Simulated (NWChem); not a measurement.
Species: SiH cation, singlet

```xyz
2

Si     0.0000     0.0000    -0.1085
H      0.0000     0.0000     1.4099
```
Atoms are numbered in this order, from 1.

Low-valent species are run as closed-shell singlets; no triplet was tried in these runs. Structure relaxed at the PBE0-D3(BJ)/def2-TZVP level.

 Unshifted, non-relativistic core excitations; the lowest 4 roots alone, so stronger bands may lie above.

Task: List the first Si K-edge excitations from PBE/def2-TZVP, restricted-window TDA (NWChem).

Result: 
```
state  energy (eV)  dipole oscillator strength           leading excitation (squared amplitude)
-----  -----------  --------------------------  -----------------------------------------------
S1          1779.2                      0.0068    1s of atom 1 or its equivalents → LUMO (1.00)
S2          1779.2                      0.0068  1s of atom 1 or its equivalents → LUMO+1 (1.00)
S3          1784.5                      0.0024  1s of atom 1 or its equivalents → LUMO+2 (1.00)
S4          1788.0                      0.0000  1s of atom 1 or its equivalents → LUMO+3 (1.00)
```
